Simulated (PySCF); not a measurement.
# Löwdin shares of the frontier orbitals

Compound: C5H12Si2.
Cartesian coordinates in Å at the PBE0-D3(BJ)/def2-SVP level; atoms count from 1:
```xyz
19
C5H12Si2 angstrom
Si     3.1451   -0.2141   -0.0463
C      1.6540    0.9289   -0.0029
Si     0.0641    0.2035   -0.7012
C     -1.4682    1.2945   -0.4173
C     -2.3415    0.4190    0.4434
C     -1.9180   -0.8092    0.7779
C     -0.5767   -1.2894    0.2880
H      2.8780   -1.4519    0.7508
H      3.4502   -0.6238   -1.4522
H      4.3573    0.4530    0.5229
H      1.9022    1.8489   -0.5606
H      1.4705    1.2291    1.0437
H      0.2767   -0.1172   -2.1483
H     -1.2252    2.2461    0.0880
H     -1.9740    1.5740   -1.3578
H     -3.3128    0.7903    0.7897
H     -2.5361   -1.4634    1.4033
H      0.0877   -1.5605    1.1278
H     -0.6703   -2.2025   -0.3249
```

Theory: PySCF 2.14.0, density-fitted response routines, TDDFT B3LYP/def2-SVPD, vertical, gas phase, core orbitals frozen in the response.

Frontier orbitals with the atoms that hold most of them (Löwdin shares over 4%, at most four atoms; ? is withheld):

```json
{"orbital": "LUMO+2", "ε (eV)": "0.48", "atoms": "Si1 22%, Si3 15%, H10 10%, C4 7%"}
{"orbital": "LUMO+1", "ε (eV)": "0.23", "atoms": "C5 18%, C6 16%, Si1 13%, Si3 6%"}
{"orbital": "LUMO", "ε (eV)": "0.16", "atoms": "C6 18%, C5 15%, Si1 14%, C2 6%"}
{"orbital": "HOMO", "ε (eV)": "-6.84", "atoms": "?"}
{"orbital": "HOMO-1", "ε (eV)": "-7.89", "atoms": "?"}
{"orbital": "HOMO-2", "ε (eV)": "-8.25", "atoms": "C2 22%, C7 19%, Si3 18%, Si1 8%"}
{"orbital": "HOMO-3", "ε (eV)": "-8.68", "atoms": "Si3 27%, H13 26%, C2 14%, C7 5%"}
```

Problem. Give the leading atoms of the HOMO.

Solution. C5 (bonded to 2 C and H) 33%; C6 (bonded to 2 C and H) 33%; C7 (bonded to C, Si and 2 H) 8%; C4 (bonded to C, Si and 2 H) 8%.

Problem. Give the leading atoms of the HOMO-1.

Solution. C4 (bonded to C, Si and 2 H) 27%; Si3 (bonded to 3 C and H) 18%; C7 (bonded to C, Si and 2 H) 15%; C2 (bonded to 2 Si and 2 H) 9%. By element: carbon 51% or more, silicon 18% or more.

Problem. The HOMO–LUMO gap is 7.00 eV. Where does the response calculation put the lowest singlet, and from which orbitals?

Solution. S1 is at 6.27 eV (f = 0.0015), 0.73 eV below the gap, made of HOMO→LUMO (41%), HOMO→LUMO+1 (30%), HOMO→LUMO+3 (18%). Without the coupling terms of the response equations the lowest excitation would equal the gap.

Next come S2 at 6.54 eV (f 0.0048), HOMO→LUMO+2 (56%), HOMO→LUMO+1 (22%), HOMO→LUMO+3 (16%); S3 at 6.61 eV (f 0.015), HOMO→LUMO+3 (57%), HOMO→LUMO+2 (20%), HOMO→LUMO (15%); S4 at 6.86 eV (f 0.101), HOMO→LUMO+1 (32%), HOMO→LUMO (30%), HOMO→LUMO+2 (12%); S5 at 6.91 eV (f 0.0057), HOMO-1→LUMO (53%), HOMO-1→LUMO+1 (38%).

Löwdin shares depend on the basis, the more so with diffuse functions.

One conformer stands for the species.
